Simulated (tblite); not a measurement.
Species: C2H6B2F2O2.
Numbering: `[CH3:1][BH:2][O:3][BH:4][O:5][CH:6]([F:7])[F:8]` (hydrogens: H9, H10, H11 on C1; H12 on B2; H13 on B4; H14 on C6)

Computed with GFN2-xTB (tblite), gas phase: L-BFGS steps from a force-field or distance-geometry start until the largest atomic force falls under 0.01 eV/Å.

Step 18: E = -749.4544 eV
```
atom  x, y, z in Å  |  force x, y, z in eV/Å
C1     -2.5248   -0.1516    0.4845    0.185  -0.027  -0.002
B2     -1.2643   -0.8803   -0.1348   -0.036   0.036  -0.188
O3     -0.0216   -0.5282    0.2593   -0.151  -0.036  -0.025
B4      0.5526    0.2383    1.1992   -0.134  -0.025  -0.011
O5      1.8218    0.6940    1.0025   -0.034   0.175   0.049
C6      2.5286    0.4277   -0.1147   -0.082  -0.040   0.016
F7      3.1762    1.5373   -0.5256    0.048  -0.078   0.109
F8      3.4725   -0.4972    0.1604    0.122   0.054  -0.102
H9     -2.3842    0.9085    0.2681   -0.286   0.010   0.183
H10    -2.4787   -0.2760    1.5667   -0.153   0.185  -0.034
H11    -3.5113   -0.4631    0.1397    0.285   0.040  -0.007
H12    -1.3473   -1.6531   -1.0211    0.121  -0.088   0.146
H13     0.0587    0.5816    2.2121    0.106  -0.134  -0.059
H14     1.9211    0.0619   -0.9584    0.010  -0.072  -0.075
```

Step 19: E = -749.4703 eV
```
atom  x, y, z in Å  |  force x, y, z in eV/Å
C1     -2.5263   -0.1488    0.4844    0.113   0.024  -0.050
B2     -1.2670   -0.8739   -0.1387    0.054  -0.017  -0.139
O3     -0.0211   -0.5230    0.2520   -0.244  -0.023   0.000
B4      0.5542    0.2389    1.1969   -0.100  -0.106  -0.124
O5      1.8175    0.7029    0.9889    0.048   0.238   0.201
C6      2.5345    0.4321   -0.1196   -0.070  -0.034   0.119
F7      3.1920    1.5370   -0.5267   -0.018  -0.101   0.069
F8      3.4770   -0.4919    0.1685    0.090   0.044  -0.106
H9     -2.4121    0.9147    0.2764   -0.194   0.044   0.137
H10    -2.4875   -0.2685    1.5670   -0.146   0.118  -0.040
H11    -3.5046   -0.4675    0.1257    0.225   0.000   0.042
H12    -1.3566   -1.6685   -1.0093    0.135  -0.006   0.184
H13     0.0774    0.5578    2.2237    0.065  -0.107  -0.056
H14     1.9220    0.0585   -0.9514    0.041  -0.072  -0.237
```

**Question.** Estimate the geometry and energy of step 20. (The exact step hangs on the optimiser's Hessian estimate; all steps are aligned on step 19, rigid shifts and turns removed.)

**Answer.** E = -749.4852 eV, largest force 0.308 eV/Å
```
atom  x, y, z in Å  |  force x, y, z in eV/Å
C1     -2.5274   -0.1458    0.4822    0.002   0.095  -0.059
B2     -1.2710   -0.8685   -0.1427    0.104  -0.030  -0.063
O3     -0.0264   -0.5136    0.2440   -0.201  -0.005   0.031
B4      0.5550    0.2387    1.1925   -0.024  -0.129  -0.163
O5      1.8129    0.7183    0.9770    0.088   0.176   0.237
C6      2.5398    0.4365   -0.1225   -0.051  -0.011   0.151
F7      3.2101    1.5336   -0.5281   -0.076  -0.074   0.020
F8      3.4837   -0.4849    0.1768    0.018   0.021  -0.073
H9     -2.4450    0.9209    0.2862   -0.080   0.097   0.070
H10    -2.5018   -0.2591    1.5650   -0.105   0.034  -0.021
H11    -3.4956   -0.4722    0.1123    0.095  -0.065   0.047
H12    -1.3648   -1.6847   -0.9926    0.138   0.026   0.170
H13     0.1022    0.5264    2.2376    0.011  -0.082  -0.058
H14     1.9276    0.0543   -0.9498    0.081  -0.054  -0.288
```

The energy changes by -0.0149 eV. The first-order estimate −F·Δx gives -0.0212 eV and the mean of the old and new forces, exact on a quadratic surface, -0.0149 eV. The step makes an angle of 68° with the force vector and moves no atom by more than 0.042 Å.

What follows is the cost of the whole relaxation. The run took 0.73 s on one thread of an Arm Neoverse V1, no GPU, shared host with 32 logical CPUs at a one-minute load of 26.
